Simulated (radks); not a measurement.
Q: W I, configuration [Kr] 4d10 4f14 5s2 5p4 5d6 6s2 (not the ground configuration). Calculated with a radial shooting solver on a logarithmic mesh with Libxc functionals: scalar-relativistic Kohn-Sham, exchange-only r2SCAN, spin-unpolarised, spherical densities, finite nucleus; meta-GGA in the generalised Kohn-Sham scheme; Fermi nuclear charge, rms radius 5.3658 fm. Some entries of the table are withheld. Estimate them.

| orbital | occ. | eigenvalue (eV) | <1/r> (bohr^-1) | <r> (bohr) |
|---|---|---|---|---|
| 1s | 2 | -69570.72 | 87.05 | (1) |
| 2s | 2 | -12039.02 | 20.37 | 0.07755 |
| 2p | 6 | -10527.40 | (2) | 0.06944 |
| 3s | 2 | -2786.708 | 7.556 | 0.2008 |
| 3p | 6 | -2336.754 | (3) | 0.2011 |
| 3d | 10 | (4) | 6.575 | 0.1824 |
| 4s | 2 | -585.1738 | (5) | 0.4497 |
| 4p | 6 | -436.8021 | 2.909 | 0.4777 |
| 4d | 10 | -247.5272 | 2.588 | 0.5111 |
| 5s | 2 | -83.9301 | 1.257 | 1.063 |
| 5p | 4 | -46.8764 | 1.064 | 1.233 |
| 4f | 14 | -37.9732 | (6) | 0.6024 |
| 6s | 2 | -5.3623 | 0.4078 | 3.120 |
| 5d | 6 | -5.1822 | 0.6912 | 1.919 |

A: 
(1) 1s <r> (bohr): 0.01835
(2) 2p <1/r> (bohr^-1): 18.45
(3) 3p <1/r> (bohr^-1): 6.970
(4) 3d eigenvalue (eV): -1818.060
(5) 4s <1/r> (bohr^-1): 3.198
(6) 4f <1/r> (bohr^-1): 2.093
